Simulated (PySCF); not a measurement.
Ta(NH)(OMe)3, C₃H₁₀NO₃Ta (singlet state).
Cartesian coordinates in Å at the PBE0-D3(BJ)/def2-SVP level; atoms count from 1:
```
atom  x, y, z in Å
Ta1   -0.0016    0.0051   -0.0139
N2     0.0528   -0.0195    1.7606
H3     0.0752   -0.0405    2.7719
O4     1.6353   -0.7083   -0.6774
C5     2.8672   -1.2738   -0.3693
H6     3.0418   -1.2979    0.7209
H7     3.6819   -0.6950   -0.8374
H8     2.9219   -2.3075   -0.7519
O9    -0.2241    1.8079   -0.5867
C10   -0.3449    3.1402   -0.2107
H11   -0.3070    3.2579    0.8867
H12   -1.3022    3.5552   -0.5706
H13    0.4710    3.7387   -0.6515
O14   -1.4713   -1.0545   -0.5970
C15   -2.5571   -1.8533   -0.2643
H16   -2.6740   -1.9460    0.8300
H17   -2.4331   -2.8656   -0.6860
H18   -3.4882   -1.4263   -0.6757
```

Level of theory: PySCF, PBE0-D3(BJ)/def2-SVP geometry optimisation, gas phase, def2 core potentials past Kr.

Problem. Which atoms are bound to Ta1, and at what distances?

Solution. 4 atoms: N2 1.775 Å, O14 1.903 Å, O9 1.905 Å, O4 1.905 Å. The nearest atom not counted as bound is H3, at 2.79 Å.

Problem. List the angles at Ta1.

Solution. 
| angle | degrees | distance of the outer atoms (Å) |
| --- | --- | --- |
| O4–Ta1–O9 | 110.5 | 3.13 |
| O4–Ta1–O14 | 110.4 | 3.13 |
| O9–Ta1–O14 | 110.2 | 3.12 |
| N2–Ta1–O14 | 108.8 | 2.99 |
| N2–Ta1–O9 | 108.5 | 2.99 |
| N2–Ta1–O4 | 108.5 | 2.99 |

Problem. What is the shape at Ta1?

Solution. Tetrahedral: angles from 108.5° to 110.5°; τ4 = (360° − α − β)/141° = 0.99 with α and β the two widest (0 for a square, 1 for a tetrahedron).

Problem. What are the other bond lengths?

Solution. N2–H3 1.012 Å; O4–C5, O9–C10, O14–C15 1.389 Å; C5–H6 and 8 like bonds 1.104 Å.

Problem. Give some angles away from the centre.

Solution. Ta1–O4–C5 146.8°.

Charge 0, singlet. Whether it is a minimum is left open (no frequencies).

Time: 16 min wall, 11 min CPU; peak memory 0.74 GiB. Hardware: one thread of an AMD EPYC, no GPU, shared host with 64 logical CPUs at a one-minute load of 55. That covers the optimisation of the geometry.
